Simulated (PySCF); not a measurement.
System: C3H3O, charge -1, multiplicity 1. It need not be the lowest isomer of its formula. Whether it binds its extra electron was not tested at this geometry. SMILES: O=C1[CH-]C1
Geometry: optimised at B3LYP-D3(BJ)/def2-TZVP (Ansatz).

Dispersion corrections to the total energy (kcal/mol) from the dftd3 and dftd4 libraries through PySCF: D3(BJ) without and D4 with the three-body term, each with the damping fitted for the functional named.

| functional | D3(BJ) | D4 |
|---|---|---|
| r2SCAN | -0.63 | -0.70 |
| CAM-B3LYP | -1.75 | (withheld) |
| HF | -22.52 | -11.85 |
| HSE06 | -1.45 | -2.21 |
| B2GP-PLYP | -1.39 | -1.18 |
| BHLYP | (withheld) | -3.18 |
| B3LYP | (withheld) | -4.69 |

**Question.** What belongs in the gaps?

**Answer.** 
- CAM-B3LYP, D4: -2.38
- BHLYP, D3(BJ): -3.22
- B3LYP, D3(BJ): -4.22
